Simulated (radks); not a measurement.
Question: The table gives one normalised radial function P(r) = r R(r) (large component) of W4+ in [Xe] 4f14 5d2 (r in bohr). Method: Dirac Kohn-Sham, LDA (Slater exchange, Perdew-Wang correlation), spin-unpolarised, spherical densities, finite nucleus; open shells fill j = l - 1/2 first; Fermi nuclear charge, rms radius 5.3658 fm; computed with a radial shooting solver on a logarithmic mesh with Libxc functionals.

r	P
0.001384	0.0000
0.001598	0.0000
0.001845	0.0001
0.002131	0.0001
0.002461	0.0002
0.002842	0.0002
0.003283	0.0004
0.003761	0.0005
0.004343	0.0008
0.005016	0.0012
0.005793	0.0018
0.00669	0.0026
0.007726	0.0039
0.008923	0.0058
0.01031	0.0086
0.01181	0.0125
0.01363	0.0182
0.01575	0.0265
0.01819	0.0383
0.021	0.0548
0.02426	0.0776
0.02801	0.1087
0.03235	0.1502
0.03706	0.2009
0.0428	0.2689
0.04943	0.3525
0.05709	0.4513
0.06593	0.5620
0.07614	0.6773
0.08794	0.7849
0.1016	0.8671
0.1164	0.9010
0.1344	0.8676
0.1552	0.7414
0.1792	0.5102
0.207	0.1778
0.239	-0.2301
0.2761	-0.6662
0.3188	-1.0678
0.3653	-1.3583
0.4218	-1.5267
0.4872	-1.5350
0.5626	-1.4000
0.6498	-1.1649
0.7504	-0.8852
0.8667	-0.6128
1.001	-0.3844
1.147	-0.2245
1.324	-0.1134
1.529	-0.0503
1.766	-0.0193
2.04	-0.0063
2.356	-0.0017
2.721	-0.0004
3.142	-0.0001
3.6	0.0000
4.157	0.0000
4.801	0.0000
5.545	0.0000

Which n and l does it have? It may be an empty orbital.

Answer: n = 4, l = 2: the number of nodes gives n - l - 1 = 1, the rise at small r points to l (this Dirac orbital starts outside the nucleus as r^gamma with gamma = sqrt((l + 1)^2 - (Z/c)^2) = 2.95; the j = 5/2 orbital of l + 1 starts with the same power, but with a smaller coefficient, and then steepens), and the extent must fit the shell. The curve is that of 4d5/2; the two j differ most near the nucleus, where j = l - 1/2 has the larger amplitude, and in heavy atoms j = l - 1/2 is also the more compact. 4d5/2: eigenvalue -276.11 eV, 1 radial node at r = 0.221 bohr, <r> = 0.516 bohr, 90 % of the charge inside 0.775 bohr.
